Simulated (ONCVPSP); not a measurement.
# arsenic: ONCV pseudisation with Wu-Cohen, scalar-relativistic reference atom.

ONCVPSP 4.0.1 was run on this input:

```
# ATOM AND REFERENCE CONFIGURATION
# atsym  z   nc   nv     iexc    psfile
  As 33.00    3    5  -118130      upf
#
#   n    l    f
    1    0    2.00
    2    0    2.00
    2    1    6.00
    3    0    2.00
    3    1    6.00
    3    2   10.00
    4    0    1.75
    4    1    3.25
#
# PSEUDOPOTENTIAL AND OPTIMIZATION
# lmax
    2
#
#   l,   rc,      ep,       ncon, nbas, qcut
    0    1.20    0.00    4    7    7.80
    1    1.10    0.00    3    7    9.70
    2    1.15    0.00    4    8   12.50
#
# LOCAL POTENTIAL
# lloc, lpopt,  rc(5),   dvloc0
    4    5    1.10    6.00
#
# VANDERBILT-KLEINMAN-BYLANDER PROJECTORs
# l, nproj, debl
    0    2    3.50
    1    2    0.40
    2    2    4.00
#
# MODEL CORE CHARGE
# icmod, fcfact, rcfact
    1    0.40    0.00
#
# LOG DERIVATIVE ANALYSIS
# epsh1, epsh2, depsh
   -8.00    5.00    0.04
#
# OUTPUT GRID
# rlmax, drl
    6.00    0.01
#
# TEST CONFIGURATIONS
# ncnf
    4
# nvcnf
#   n    l    f
    5
    3    0    2.00
    3    1    6.00
    3    2   10.00
    4    0    2.00
    4    1    3.00
#
    5
    3    0    2.00
    3    1    6.00
    3    2   10.00
    4    0    2.00
    4    1    2.00
#
    5
    3    0    2.00
    3    1    6.00
    3    2   10.00
    4    0    2.00
    4    1    1.00
#
    5
    3    0    1.00
    3    1    6.00
    3    2   10.00
    4    0    2.00
    4    1    3.00
#
```

Command:

```bash
oncvpsp.x < As.dat > As.out
```

The program printed (shortened: citation, most of the input echo, consistency checks and plot data are left out):

```
ONCVPSP  (Optimized Norm-Conservinng Vanderbilt PSeudopotential)
scalar-relativistic version 4.0.1

#   n    l    f        energy (Ha)
    1    0    2.00    -4.3060176E+02
    2    0    2.00    -5.4634637E+01
    2    1    6.00    -4.7926647E+01
    3    0    2.00    -6.9980764E+00
    3    1    6.00    -4.9232319E+00
    3    2   10.00    -1.5087901E+00
    4    0    1.75    -5.4221336E-01
    4    1    3.25    -1.9707603E-01

Reference configufation results
  iterations    24
  all-electron total energy (Ha)   -2.26022140D+03

Begin loop to  construct optimized pseudo wave functions
and semi-local pseudopoentials for all angular momenta

Calculating optimized projector #   1

 for l=   0

    Fraction of norm inside rc  0.985511
    Optimizing pswf for qcut=   7.80 a_B^-1,  ecut=  30.42 Ha
    Residual kinetic energy error=  2.23D-05 Ha

    Energy error per electron        Cutoff
         Ha          eV             Ha
         0.01000     0.27211       19.23
         0.00100     0.02721       24.11
         0.00010     0.00272       28.25
         0.00001     0.00027       35.75

Calculating optimized projector #   2

 for l=   0

    Fraction of norm inside rc  0.126015
    Optimizing pswf for qcut=   7.80 a_B^-1,  ecut=  30.42 Ha
    Residual kinetic energy error=  2.28D-04 Ha

    Energy error per electron        Cutoff
         Ha          eV             Ha
         0.01000     0.27211       15.17
         0.00100     0.02721       20.10
         0.00010     0.00272       58.63
         0.00001     0.00027      116.20

Calculating optimized projector #   1

 for l=   1

    Fraction of norm inside rc  0.956767
    Optimizing pswf for qcut=   9.69 a_B^-1,  ecut=  46.98 Ha
    Residual kinetic energy error=  4.84D-04 Ha

    Energy error per electron        Cutoff
         Ha          eV             Ha
         0.01000     0.27211       37.68
         0.00100     0.02721       44.44
         0.00010     0.00272      126.20

Calculating optimized projector #   2

 for l=   1

    Fraction of norm inside rc  0.040794
    Optimizing pswf for qcut=   9.69 a_B^-1,  ecut=  46.98 Ha
    Residual kinetic energy error=  1.57D-04 Ha

    Energy error per electron        Cutoff
         Ha          eV             Ha
         0.01000     0.27211       31.24
         0.00100     0.02721       40.62
         0.00010     0.00272       49.02
         0.00001     0.00027      112.47

   Wellstate for l =  2  n =  5
     eigenvalue =   2.4912
     asymptotic potential =   2.9912
     half-point radius =  2.8591

Calculating optimized projector #   1

 for l=   2

    Fraction of norm inside rc  0.905065
    Optimizing pswf for qcut=  12.49 a_B^-1,  ecut=  78.01 Ha
    Residual kinetic energy error=  1.40D-04 Ha

    Energy error per electron        Cutoff
         Ha          eV             Ha
         0.01000     0.27211       62.17
         0.00100     0.02721       70.70
         0.00010     0.00272       86.44
         0.00001     0.00027      186.12

Calculating optimized projector #   2

 for l=   2

    Fraction of norm inside rc  0.072046
    Optimizing pswf for qcut=  12.49 a_B^-1,  ecut=  78.01 Ha
    Residual kinetic energy error=  2.85D-04 Ha

    Energy error per electron        Cutoff
         Ha          eV             Ha
         0.01000     0.27211       60.68
         0.00100     0.02721       72.22
         0.00010     0.00272      104.75
         0.00001     0.00027      221.33

Construct Vanderbilt / Kleinmman-Bylander projectors

B matrix Hermiticity error, ll=   0
   1   2    1.3166E-03

  Orthonormal projector coefficients -5.7773E+00 -8.0013E-01

B matrix Hermiticity error, ll=   1
   1   2    6.6342E-04

  Orthonormal projector coefficients -1.1094E+01 -3.6376E+00

B matrix Hermiticity error, ll=   2
   1   2   -5.6509E-04

  Orthonormal projector coefficients -2.1516E+01 -7.5486E+00

Model core correction analysis
  based on d2Exc/dn_idn_j

d2excae - all-electron derivatives

   -4.750473D-02   -4.465484D-02   -3.652502D-02   -2.779621D-03
   -1.444422D-03
   -4.466888D-02   -4.343539D-02   -3.587130D-02   -2.813707D-03
   -1.467216D-03
   -3.660788D-02   -3.595495D-02   -3.478910D-02   -2.887099D-03
   -1.370816D-03
   -3.154497D-03   -3.305902D-03   -3.557697D-03   -1.267830D-03
   -4.337434D-04
   -1.625209D-03   -1.708003D-03   -1.714485D-03   -5.257333D-04
   -1.933720D-04

d2excps - pseudofunction derivatives with no core correction

   -6.809599D-02   -4.555537D-02   -3.600920D-02   -5.373546D-03
   -1.953122D-03
   -4.557177D-02   -4.354016D-02   -3.867278D-02   -2.952565D-03
   -1.585196D-03
   -3.609251D-02   -3.875631D-02   -3.647297D-02   -2.485485D-03
   -1.363606D-03
   -5.749137D-03   -3.444754D-03   -3.156144D-03   -1.537297D-03
   -4.680827D-04
   -2.133922D-03   -1.825959D-03   -1.707280D-03   -5.601208D-04
   -2.059757D-04

rms 2nd derivative error    4.285520E-03

Polynomial model core charge

d2excps - pseudofunction derivatives with core correction

   -4.441028D-02   -4.029500D-02   -3.461478D-02   -2.951328D-03
   -1.580195D-03
   -4.030893D-02   -4.147089D-02   -3.792932D-02   -2.446196D-03
   -1.442000D-03
   -3.469729D-02   -3.801281D-02   -3.618395D-02   -2.356704D-03
   -1.310793D-03
   -3.325870D-03   -2.938368D-03   -3.027359D-03   -1.288504D-03
   -4.322268D-04
   -1.760804D-03   -1.682756D-03   -1.654467D-03   -5.242646D-04
   -1.962475D-04

rms 2nd derivative error    1.674573E-03

Pseudoatom total energy -320.125817

Diagnostic tests using Vanderbilt-Kleinman-Bylander pseudopotentials
  1 or more projectors used as specified by nproj input data

   l    rcore       rmatch      e in        delta e   norm test  slope test

   0   1.2029503   1.2394745  -6.9980764  -0.0000391   1.0007631   1.0007088
   0   1.2029503   1.2394745  -0.5422134   0.0000053   1.0000235   1.0000171

   1   1.1063078   1.1398977  -4.9232319  -0.0000761   1.0003144   1.0002987
   1   1.1063078   1.1398977  -0.1970760   0.0000156   1.0000771   1.0000672

   2   1.1536175   1.1886438  -1.5087901  -0.0000105   1.0002395   1.0002659
   2   1.1536175   1.1886438   2.4912099   0.0001205   1.0002485   1.0002485

 Testing for bound ghosts
   n   l    E NL Schr. Eq   E Basis Diag.   E Cutoff

   1   0       -6.998115       -6.998115    132.16
   2   0       -0.542208       -0.489083    132.16

   2   1       -4.923308       -4.923197    183.30
   3   1       -0.197060        0.007995    183.30

   3   2       -1.508801       -1.508553    259.61

 Testing for highly-localized positive-energy ghosts
       l    <radius>/rc     E Basis Diag.   E Cutoff

Test configuration 0

   n   l     f        eae           eps        diff
   1   0  2.0000 -430.60175592
   2   0  2.0000  -54.63463700
   2   1  6.0000  -47.92664725
   3   0  2.0000   -6.99807636   -6.99811546   -3.91D-05
   3   1  6.0000   -4.92323193   -4.92330804   -7.61D-05
   3   2 10.0000   -1.50879006   -1.50880053   -1.05D-05
   4   0  1.7500   -0.54221336   -0.54220811    5.25D-06
   4   1  3.2500   -0.19707603   -0.19706041    1.56D-05

    Total energies and differences
      AE_ref= -2.26022140D+03  AE_tst= -2.26022140D+03  dif=  0.00D+00
      PS_ref= -3.20125817D+02  PS_tst= -3.20125817D+02  dif=  1.13D-10
      PSP excitation error= -1.13D-10

Test configuration 1

   n   l     f        eae           eps        diff
   1   0  2.0000 -430.58555375
   2   0  2.0000  -54.61896452
   2   1  6.0000  -47.91100275
   3   0  2.0000   -6.98209359   -6.98149651    5.97D-04
   3   1  6.0000   -4.90731521   -4.90717533    1.40D-04
   3   2 10.0000   -1.49325748   -1.49317434    8.31D-05
   4   0  2.0000   -0.53382813   -0.53379221    3.59D-05
   4   1  3.0000   -0.19092244   -0.19090899    1.34D-05

    Total energies and differences
      AE_ref= -2.26022140D+03  AE_tst= -2.26030740D+03  dif= -8.60D-02
      PS_ref= -3.20125817D+02  PS_tst= -3.20211821D+02  dif= -8.60D-02
      PSP excitation error=  3.97D-06

Test configuration 2

   n   l     f        eae           eps        diff
   1   0  2.0000 -430.94997081
   2   0  2.0000  -54.98044706
   2   1  6.0000  -48.27287631
   3   0  2.0000   -7.34247870   -7.34188850    5.90D-04
   3   1  6.0000   -5.26765453   -5.26751351    1.41D-04
   3   2 10.0000   -1.85285163   -1.85282159    3.00D-05
   4   0  2.0000   -0.86111316   -0.86105806    5.51D-05
   4   1  2.0000   -0.49164167   -0.49161572    2.60D-05

    Total energies and differences
      AE_ref= -2.26022140D+03  AE_tst= -2.25997047D+03  dif=  2.51D-01
      PS_ref= -3.20125817D+02  PS_tst= -3.19874860D+02  dif=  2.51D-01
      PSP excitation error= -2.46D-05

Test configuration 3

   n   l     f        eae           eps        diff
   1   0  2.0000 -431.38568706
   2   0  2.0000  -55.40992300
   2   1  6.0000  -48.70314739
   3   0  2.0000   -7.76941945   -7.76915579    2.64D-04
   3   1  6.0000   -5.69444305   -5.69438434    5.87D-05
   3   2 10.0000   -2.27801587   -2.27809266   -7.68D-05
   4   0  2.0000   -1.23368302   -1.23361550    6.75D-05
   4   1  1.0000   -0.83581397   -0.83576815    4.58D-05

    Total energies and differences
      AE_ref= -2.26022140D+03  AE_tst= -2.25930987D+03  dif=  9.12D-01
      PS_ref= -3.20125817D+02  PS_tst= -3.19214200D+02  dif=  9.12D-01
      PSP excitation error= -8.63D-05

Test configuration 4

   n   l     f        eae           eps        diff
   1   0  2.0000 -431.64419804
   2   0  2.0000  -55.55991067
   2   1  6.0000  -48.86195747
   3   0  1.0000   -7.81216462   -7.87820633   -6.60D-02
   3   1  6.0000   -5.72875361   -5.74872415   -2.00D-02
   3   2 10.0000   -2.28937579   -2.28823428    1.14D-03
   4   0  2.0000   -0.96597530   -0.96948952   -3.51D-03
   4   1  3.0000   -0.56138796   -0.56163664   -2.49D-04

    Total energies and differences
      AE_ref= -2.26022140D+03  AE_tst= -2.25292182D+03  dif=  7.30D+00
      PS_ref= -3.20125817D+02  PS_tst= -3.12792447D+02  dif=  7.33D+00
      PSP excitation error= -3.38D-02
```

The run took about 4.7 s on one core of a shared server CPU.
